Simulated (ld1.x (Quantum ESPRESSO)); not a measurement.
**Building the RRKJ potential for calcium (Ca) (PBE, scalar-relativistic).**

The input file (ld1.x (Quantum ESPRESSO) 7.5):

```
&input
   title='Ca', zed=20., rel=1, dft='PBE', iswitch=3,
   config='[Ar] 3d0 4s1 4p1',
   nld=3, rlderiv=2.30, eminld=-6.0, emaxld=5.0, deld=0.02
 /
 &inputp
   pseudotype=2, tm=.false., lloc=-2, rcloc=1.95,
   nlcc=.true., new_core_ps=.true., rcore=1.35,
   file_pseudopw='Ca.UPF', file_wfcaegen='ae.wfc', file_wfcncgen='nc.wfc', file_beta='beta', file_chi='chi'
 /
3
3S  1  0   2.00   0.00  1.50  1.50  0.0
3P  2  1   6.00   0.00  1.95  1.95  0.0
3D  3  2   0.00   0.00  2.10  2.10  0.0
 &test
   configts(1)='3s2 3p6 3d0 4s1 4p1'
 /
```

Command:

```bash
ld1.x < Ca.in > Ca.out
```

Resulting log (shortened: banner, matrices, multipoles, cross overlaps and the repeated all-electron block are left out):

```
Program LD1 v.7.5
     --------------------------- All-electron run ----------------------------

     Ca
     scalar relativistic calculation

     atomic number is 20.00
     dft =PBE   lsd =0 sic =0 latt =0  beta=0.20 tr2=1.0E-14
     Exchange-correlation= PBE
                           (   1   4   3   4   0   0   0)
     mesh =1169 r(mesh) =  99.90979 a.u. xmin = -7.00 dx = 0.01250
     1 Ry =  13.60569312 eV, c = 137.03599908

     n l     nl                  e(Ry)          e(Ha)          e(eV)
     1 0     1S 1( 2.00)      -290.3788      -145.1894     -3950.8055
     2 0     2S 1( 2.00)       -30.5582       -15.2791      -415.7649
     2 1     2P 1( 6.00)       -24.7052       -12.3526      -336.1311
     3 0     3S 1( 2.00)        -3.5613        -1.7807       -48.4542
     3 1     3P 1( 6.00)        -2.1573        -1.0787       -29.3518
     3 2     3D 1( 0.00)        -0.2227        -0.1114        -3.0303
     4 0     4S 1( 1.00)        -0.3248        -0.1624        -4.4194
     4 1     4P 1( 1.00)        -0.1427        -0.0713        -1.9414

     final scf error:  2.5E-15 reached in  26 iterations

     Etot =   -1360.474315 Ry,    -680.237158 Ha,  -18510.196032 eV

     Ekin =    1369.722489 Ry,     684.861245 Ha,   18636.023853 eV
     Encl =   -3229.283457 Ry,   -1614.641728 Ha,  -43936.639722 eV
     Eh   =     570.974714 Ry,     285.487357 Ha,    7768.506737 eV
     Exc  =     -71.888061 Ry,     -35.944031 Ha,    -978.086900 eV

     normalization and overlap integrals

     s(1S/1S) =  1.000000  <r> =   0.0768  <r2> =    0.0079  r(max) =   0.0500
     s(2S/2S) =  1.000000  <r> =   0.3643  <r2> =    0.1572  r(max) =   0.2987
     s(2P/2P) =  1.000000  <r> =   0.3278  <r2> =    0.1330  r(max) =   0.2477
     s(3S/3S) =  1.000000  <r> =   1.1552  <r2> =    1.5398  r(max) =   0.9918
     s(3P/3P) =  1.000000  <r> =   1.2682  <r2> =    1.8967  r(max) =   1.0427
     s(3D/3D) =  1.000000  <r> =   2.1824  <r2> =    6.5665  r(max) =   1.2577
     s(4S/4S) =  1.000000  <r> =   3.9384  <r2> =   17.7653  r(max) =   3.3343
     s(4P/4P) =  1.000000  <r> =   5.1801  <r2> =   31.0371  r(max) =   4.2813

     ------------------------ End of All-electron run ------------------------

     --------------------- Generating NC pseudopotential ---------------------

      Generating local potential from pseudized AE potential:
      Matching radius rcloc =   1.9500
      Enforcing V''(0)=0 (lloc=-2)

      Local pseudo, rcloc= 1.972 Estimated cut-off energy=     8.24 Ry

      Computing core charge for nlcc:

       r > 1.36 : true rho core
      Core charge pseudized with two Bessel functions
      Integrated core pseudo-charge :   2.25

      Wfc   3S  rcut= 1.498  Estimated cut-off energy=       57.92 Ry
      This function has    0 nodes for 0 < r <    1.498

      Wfc   3P  rcut= 1.972  Estimated cut-off energy=       46.85 Ry
      This function has    0 nodes for 0 < r <    1.972

      Wfc   3D  rcut= 2.126  Estimated cut-off energy=       51.42 Ry
      This function has    0 nodes for 0 < r <    2.126

     ------------------- End of pseudopotential generation -------------------

     Computing logarithmic derivative in   2.30605
     Message from routine compute phi:
     negative determinant

      ld=  -0.097434 f2ae  0.131991 faenor  0.478549
     Computing logarithmic derivative in   2.30605
     Computing the partial wave expansion
     R is outside the sphere for l=    0 j= 0.00
     R is outside the sphere for l=    1 j= 0.00
     R is outside the sphere for l=    2 j= 0.00

     ---------------------- Testing the pseudopotential ----------------------

     Ca
     scalar relativistic calculation

     atomic number is 20.00   valence charge is 10.00
     dft =PBE   lsd =0 sic =0 latt =0  beta=0.20 tr2=1.0E-14
     mesh =1169 r(mesh) =  99.90979 xmin = -7.00 dx = 0.01250

     n l     nl             e AE (Ry)        e PS (Ry)    De AE-PS (Ry)
     1 0     3S   1( 2.00)       -3.56132       -3.56132       -0.00000
     2 1     3P   1( 6.00)       -2.15731       -2.15731        0.00000
     3 2     3D   1( 0.00)       -0.22273       -0.22273        0.00000
     2 0     4S   1( 1.00)       -0.32482       -0.32810        0.00328
     3 1     4P   1( 1.00)       -0.14269       -0.14029       -0.00240

     eps = 4.9E-15  iter = 11

     Etot =   -1360.474315 Ry,    -680.237158 Ha,  -18510.196032 eV
     Etotps =   -74.055059 Ry,     -37.027530 Ha,   -1007.570412 eV

     Ekin =      25.551809 Ry,      12.775904 Ha,     347.650069 eV
     Encl =    -127.362974 Ry,     -63.681487 Ha,   -1732.861545 eV
     Ehrt =      55.499819 Ry,      27.749910 Ha,     755.113510 eV
     Ecxc =     -11.014851 Ry,      -5.507425 Ha,    -149.864682 eV
     (Ecc =      -0.688030 Ry,      -0.344015 Ha,      -9.361121 eV)
     Epseu=     -16.728862 Ry,      -8.364431 Ha,    -227.607765 eV

     ---------------------- End of pseudopotential test ----------------------
```

ld1.x takes every shell without a wave as core, so the model core holds the 4p, 4s electrons as well and exchange and correlation see them twice. This cancels in the reference configuration, but the file is broken for other ones, and its errors say nothing about a proper core correction.

Generation and configuration tests took about 1.4 s on one core of a shared server CPU.
